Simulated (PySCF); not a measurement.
# Choosing a basis for TDDFT

Compound: FGeH4P.
SMILES: `[F][GeH2][PH2]`

TDDFT with PBE0 (PySCF), vertical singlets, core orbitals frozen in the response, spherical d and f functions. Geometry: PBE0-D3(BJ)/def2-SVP, one conformer, isolated molecule. The PBE0/6-31G* calculation is non-relativistic and has no spin–orbit coupling, an omission that weighs most on germanium.

**Question.** How do the low singlets change with the basis? Take 6-31G*, def2-SVP, def2-SVPD, aug-cc-pVDZ, def2-TZVP, def2-TZVPD and aug-cc-pVTZ.

**Answer.** 

```json
{"basis": "6-31G*", "functions": "72", "diffuse": "no", "S1 (eV)": "6.51", "S2 (eV)": "7.10", "S3 (eV)": "7.26", "S4 (eV)": "7.68", "S5 (eV)": "7.74", "LUMO (eV)": "-0.01", "α (au)": "48.3"}
{"basis": "def2-SVP", "functions": "84", "diffuse": "no", "S1 (eV)": "6.58", "S2 (eV)": "7.24", "S3 (eV)": "7.32", "S4 (eV)": "7.68", "S5 (eV)": "7.75", "LUMO (eV)": "0.02", "α (au)": "49.8"}
{"basis": "def2-SVPD", "functions": "117", "diffuse": "yes", "S1 (eV)": "6.34", "S2 (eV)": "6.70", "S3 (eV)": "6.81", "S4 (eV)": "7.06", "S5 (eV)": "7.52", "LUMO (eV)": "-0.40", "α (au)": "59.5"}
{"basis": "aug-cc-pVDZ", "functions": "122", "diffuse": "yes", "S1 (eV)": "6.26", "S2 (eV)": "6.48", "S3 (eV)": "6.60", "S4 (eV)": "6.78", "S5 (eV)": "7.43", "LUMO (eV)": "-0.51", "α (au)": "60.6"}
{"basis": "def2-TZVP", "functions": "140", "diffuse": "no", "S1 (eV)": "6.35", "S2 (eV)": "6.85", "S3 (eV)": "6.88", "S4 (eV)": "7.31", "S5 (eV)": "7.59", "LUMO (eV)": "-0.26", "α (au)": "56.8"}
{"basis": "def2-TZVPD", "functions": "173", "diffuse": "yes", "S1 (eV)": "6.23", "S2 (eV)": "6.60", "S3 (eV)": "6.66", "S4 (eV)": "6.85", "S5 (eV)": "7.44", "LUMO (eV)": "-0.46", "α (au)": "60.7"}
{"basis": "aug-cc-pVTZ", "functions": "247", "diffuse": "yes", "S1 (eV)": "6.21", "S2 (eV)": "6.46", "S3 (eV)": "6.58", "S4 (eV)": "6.73", "S5 (eV)": "7.40", "LUMO (eV)": "-0.54", "α (au)": "61.0"}
```

States are compared by their number. Against the largest diffuse basis here (aug-cc-pVTZ, itself not a converged limit), sets without diffuse functions differ by up to 0.37 eV in S1 and 0.35 eV in S5; the smaller diffuse sets differ by up to 0.12 and 0.11 eV. State by state, the largest deviation of a set without diffuse functions is S1 0.37, S2 0.78, S3 0.75, S4 0.96, S5 0.35 eV. The same number needn't mean the same state in each row. Against aug-cc-pVTZ the polarisability deviates by -21% in 6-31G*, -18% in def2-SVP, -3% in def2-SVPD, -1% in aug-cc-pVDZ, -7% in def2-TZVP, -1% in def2-TZVPD.

Without π bonds the low states are Rydberg-like; a valence basis with one diffuse set may place them up to an eV too high.
